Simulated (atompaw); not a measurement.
## An all-electron radial function and its pseudo partner (Ce)

Columns: radius, all-electron u(r) and pseudo u(r) of the 5p shell (level -23.22 eV) of cerium in the configuration [Kr] 4d10 4f1 5s2 5p6 5d1 6s2 6p0; PBEsol, scalar-relativistic, PAW (atompaw) scheme, atompaw 4.2.0.5.

| r (bohr) | all-electron | pseudo |
| --- | --- | --- |
| 0.110 | 0.0179 | 0.0092 |
| 0.219 | 0.2914 | 0.0361 |
| 0.329 | -0.0435 | 0.0797 |
| 0.438 | -0.3716 | 0.1372 |
| 0.548 | -0.4539 | 0.2067 |
| 0.658 | -0.3255 | 0.2843 |
| 0.767 | -0.0932 | 0.3656 |
| 0.877 | 0.1648 | 0.4482 |
| 0.987 | 0.3986 | 0.5275 |
| 1.096 | 0.5855 | 0.5993 |
| 1.206 | 0.7235 | 0.6621 |
| 1.315 | 0.8131 | 0.7121 |
| 1.425 | 0.8627 | 0.7488 |
| 1.535 | 0.8788 | 0.7706 |
| 1.644 | 0.8695 | 0.7774 |
| 1.754 | 0.8414 | 0.7701 |
| 1.863 | 0.8007 | 0.7500 |
| 1.973 | 0.7513 | 0.7188 |
| 2.083 | 0.6973 | 0.6787 |
| 2.192 | 0.6418 | 0.6328 |
| 2.302 | 0.5860 | 0.5827 |
| 2.412 | 0.5318 | 0.5312 |
| 2.521 | 0.4806 | 0.4809 |
| 2.631 | 0.4321 | 0.4324 |
| 2.740 | 0.3875 | 0.3876 |
| 2.850 | 0.3461 | 0.3461 |

Question: How many radial nodes do the two functions have?

Answer: The all-electron 5p function has n − l − 1 = 3 (the table is too coarse to show those close to the nucleus); the pseudo-wave has 0, since the states of the same l below it are removed with the core.

Question: Is the pseudo-wave norm-conserving?

Answer: No, it belongs to a PAW set: the norm inside the radius is not constrained, and the difference is carried by the augmentation charge.
